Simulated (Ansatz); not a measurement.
Reaction (isomerisation): `CC([SiH3])Br` → `CC[SiH2]Br`

Isolated molecules relaxed with PBE0-D4/def2-TZVP in Ansatz; ΔE leaves out vibrations. CCSD(T)/CBS adds triple-zeta CCSD(T) − MP2 to the extrapolated MP2 energy (def2 sets, frozen cores). For Br outer-core shells are correlated without core-valence functions, which leaves a few kJ/mol of doubt a bond. Scalar relativity is left out up to krypton. Each species was taken in one conformer, which may not be the lowest.

```json
{"species": "`CC([SiH3])Br`", "HF/CBS(def2) energy (Eh)": "-2941.26996"}
{"species": "`CC[SiH2]Br`", "HF/CBS(def2) energy (Eh)": "-2941.33058"}
```

Q: Work out ΔE.

A: ΔE = (-2941.33058) − (-2941.26996) = -0.06062 Eh = -38.0 kcal/mol. CCSD(T)/CBS gives -35.2 kcal/mol.

Largest T1 diagnostic among the species: 0.009.

At CCSD(T), def2-SVP lies +1.2 kcal/mol from the extrapolated value and def2-TZVPP +1.0 kcal/mol. Leaving LDA and LC-ωPBE aside and taking each functional with its dispersion term where it has one, the values, not all of them listed here, spread over 4.0 kcal/mol, from r2SCAN0-D4 to BLYP-D4. LDA lies +0.8 kcal/mol from PBE without D4.
